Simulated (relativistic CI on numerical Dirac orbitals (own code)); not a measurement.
One change at a time: Dy⁶²⁺

Base calculation: Dirac-Coulomb-Breit CI, KLI orbitals optimised for each configuration, model QED (radiative potential, 1s self-energy scaled to tabulated hydrogen-like ionisation energies), unscaled Slater integrals.

Configurations in the expansion (outside the closed core 1s2): 2s², 2s2p, 2p², 2p3s, 2p3p, 2s3s, 2s3p, 2s3d, 2s4s, 2s4p, 2s4d, 2s4f, 2s5s, 3s², 2s5p, 2s5d, 2s5f, 2s5g, 3s3p, 3p². Levels of other configurations are missing.

The lowest level and the first level of each name with at least 55 % of one term (blank where a level has no safe partner in the second run):

| Level | Base (eV) | Shift (eV) |
| --- | --- | --- |
| 2s² ¹S0 | 0.00 | 0.00 |
| 2s2p ³P°0 | 141.82 | -29.23 |
| 2s2p ³P°1 | 171.92 | -59.34 |
| 2p² ³P0 | 405.11 | -115.15 |
| 2s2p ³P°2 | 1025.87 | -913.28 |
| 2s2p ¹P°1 | 1105.67 | -889.39 |
| 2p² ³P1 | 1251.40 | -961.44 |
| 2p² ¹D2 | 1269.10 |  |
| 2p² ³P2 | 2146.45 |  |
| 2p² ¹S0 | 2206.74 | -1804.29 |
| 2s3s ³S1 | 8456.08 | -703.38 |
| 2s3s ¹S0 | 8484.79 | -709.74 |
| 2s3p ³P°0 | 8523.97 | -714.66 |
| 2s3p ³P°1 | 8524.67 |  |
| 2p3s ³P°0 | 8634.20 | -740.92 |
| 2p3s ³P°1 | 8634.97 | -741.69 |
| 2p3p ³D1 | 8675.06 |  |
| 2p3p ³P0 | 8721.38 | -772.52 |
| 2s3p ³P°2 | 8784.60 | -975.29 |
| 2s3p ¹P°1 | 8792.52 |  |
| 2s3d ³D1 | 8815.40 | -977.05 |
| 2s3d ³D2 | 8819.90 | -981.55 |

At this charge energies of transitions that change n are usually good to better than 1 %, and those within a shell (Δn = 0) to a few per cent.

One thing was changed in a second run, which moved the levels as shown. Which?
A. non-relativistic limit
B. configuration mixing switched off
C. QED terms removed
D. Breit term removed
E. one mean potential for all configurations

A. Non-relativistic limit. Without relativity the fine structure collapses and s electrons lose their extra binding.

LS names give the leading component of a level, which can be under half, so a name can repeat, a term be missing and a line seem to break the LS rules.
